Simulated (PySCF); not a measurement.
Working out the ionisation energy of Re²⁺

Re²⁺ [Xe] 4f14 5d5 (6S) → Re³⁺ [Xe] 4f14 5d4 (5D). Computed with PySCF 2.14 in def2-QZVPPD with the def2 core potential (60 electrons), with scalar relativity through the core potential. Frozen: 5s2 5p6. Energies in hartree (1 hartree = 27.21139 eV):

```
            part  Re²⁺ (lower)  Re³⁺ (upper)
             UHF    -76.742328    -75.742953
CCSD correlation     -0.060419     -0.037180
             (T)     -0.000819     -0.000309
```

Problem. What does Hartree-Fock give?

Solution. (-75.742953) − (-76.742328) = 0.999375 hartree = 27.194 eV.

Problem. What do CCSD and CCSD(T) give?

Solution. The CCSD correlation energies differ by 0.023239 hartree = 0.632 eV and the triples by 0.000510 hartree = 0.014 eV, so CCSD gives 27.826 eV and CCSD(T) 27.840 eV.

Reference: 27 ± 1.6 eV (theoretical estimate listed by NIST; NIST Atomic Spectra Database, ionization energies), between the lowest levels; spin-orbit coupling is absent from the calculation.

What remains against the reference includes basis incompleteness, the frozen core and higher excitations.
